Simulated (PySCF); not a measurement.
## Identify the compound

The spectra below were simulated for a compound C$_{8}$H$_{5}$F.

¹H NMR (400 MHz, computed): δ 6.46 (m, 1H), 6.26 (m, 1H), 5.45 (m, 1H), 5.30 (m, 1H), 1.94 (s, 1H).

¹³C{¹H} NMR (computed): δ 172.0 (C), 136.2 (CH2), 128.6 (C), 102.8 (CH2), 87.5 (C), 81.6 (CH), 74.2 (C), 73.1 (C).

PySCF 2.14.0 with density-fitted response routines calculation with structure optimised with GFN2-xTB and GIAO PBE0/pcSseg-1 shieldings; one conformer, in vacuum, no relativistic terms.

Scale: TMS for ¹H (31.72 ppm), ¹³C (186.93 ppm) (reference shieldings calculated alike).

**Question.** What is the structure?

**Answer.** 
- The formula gives 6 degrees of unsaturation (no ring in the answer).
- 8 carbon signals for 8 carbons: no two carbons are equivalent.
- Carbon types of the structure: 5 × C, 1 × CH, 2 × CH2, which accounts for all hydrogens.
- δC 172.0, 128.6: fully substituted alkene carbon.
- δC 136.2, 102.8: terminal =CH2 carbon; the olefinic region.
- δC 87.5, 74.2, 73.1: alkyne carbon; the triple bond shields along its axis, which puts it between sp3 and sp2 carbons.
- δC 81.6: terminal alkyne carbon; sp carbons lie upfield of alkene carbons because the cylindrical π system leaves one tensor component strongly shielded.
- δH 6.46, 6.26, 5.45, 5.30: hydrogen on a terminal =CH2 carbon; olefinic region.
- δH 1.94: hydrogen on a terminal alkyne carbon; it lies on the axis of the triple bond, in its shielding cone.

The compound is `InChI=1S/C8H5F/c1-4-5-6-7(2)8(3)9/h1H,2-3H2`.

The shifts were computed for this structure.

Splittings by ¹⁹F in the carbon and heteronuclear signals aren't shown, as no couplings were computed. Shifts are as computed. Against solution values, carbons near 30 ppm lie about +3 ppm off and those near 130 ppm about +5 ppm. Of 1309 compounds with measured shifts, 239 miss one by over three times the rms of a fit or turn the order of signals round; such compounds aren't used in these exercises. No couplings were computed; multiplicities are counted from neighbouring protons, with m where these are inequivalent, close in shift, in a saturated or five-membered ring or joined by F or P, and br s for small geminal =CH2 splittings.
